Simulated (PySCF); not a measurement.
Calculation: ωB97X-D3(BJ)/def2-TZVP // PBE0-D3(BJ)/def2-TZVP run with PySCF. All species are isolated molecules in the gas phase. 

Reference species (SMILES): `I[B]I` (neutral, multiplicity 2).

```
Item           Result
-------------  ------
dipole moment  0.58 D
```

Changed species: `[BH2]` (radical fragment; the reference has radical fragment).

### Question
What does the change do to the dipole moment?

### Answer
the dipole moment is nearly the same.
